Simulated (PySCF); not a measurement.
Run record: geometry optimisation, `Br[Si@@H]1CC[SiH2]P1`.

Computed with PBE0-D3(BJ)/def2-SVP geometry optimisation, gas phase (PySCF 2.14.0). Start geometry: GFN2-xTB. A driver script takes a list of jobs; this job's settings line and coordinates (Å) are shown.

Input:
```
{"job": {"xc": "PBE0", "basis": "def2-SVP", "d3": "d3bj", "grid": 1, "maxiter": 30, "shake": 0.01, "kind": "geom"}, "charge": 0, "multiplicity": 1}
Br     3.328200    -1.182970    -0.394410
Si     1.479610    -0.379720     0.605680
C     -0.039170    -1.304920    -0.132890
C     -1.228100    -0.414380    -0.079420
Si    -0.870200     1.344320    -0.718300
P      1.177190     1.788490     0.109180
H      1.715800    -0.652270     2.026500
H      0.214750    -1.555970    -1.169210
H     -0.197790    -2.238830     0.418460
H     -2.069000    -0.867840    -0.649340
H     -1.631040    -0.359410     0.963440
H     -0.752420     1.372250    -2.160610
H     -1.868690     2.330560    -0.218500
H      0.733710     2.105590     1.391670
```

Output:
```
step   0  E = -3574.18870990  max force = 0.035397
step   1  E = -3574.19354702  max force = 0.004633
step   2  E = -3574.19397736  max force = 0.001999
step   3  E = -3574.19407656  max force = 0.001053
step   4  E = -3574.19410175  max force = 0.000469
step   5  E = -3574.19411685  max force = 0.000523
step   6  E = -3574.19412527  max force = 0.000307
optimisation converged
```

Energies in Eh; «max force» is the largest Cartesian gradient component in Eh/bohr.

Question: How much energy does the optimisation release, in kcal/mol?

Answer: E(step 0) − E(last step) = 0.005415 Eh, which is 3.4 kcal/mol.

Main results: final energy -3574.19413 Eh after 6 steps; dipole 2.94 D.

Question: Give the final coordinates.

Answer: 0.079 Å rms from the input after alignment:
```
atom  x, y, z in Å
Br1    3.2403   -1.5476   -0.4743
Si2    1.4943   -0.5580    0.5061
C3    -0.1036   -1.3871   -0.0845
C4    -1.2742   -0.3987   -0.0231
Si5   -0.7444    1.2259   -0.8491
P6     1.3641    1.6310   -0.0887
H7     1.7033   -0.6796    1.9783
H8     0.0778   -1.7122   -1.1237
H9    -0.2904   -2.3040    0.4995
H10   -2.1788   -0.8075   -0.5046
H11   -1.5488   -0.1788    1.0232
H12   -0.6627    1.0368   -2.3300
H13   -1.6491    2.3743   -0.5437
H14    0.8901    1.9937    1.2136
```

On Arm Neoverse N1, one thread, on a shared host, this took 2.2 min wall and 0.67 GiB of memory at its peak.
Labels such as C1 count atoms from 1, the log's own numbers from 0.
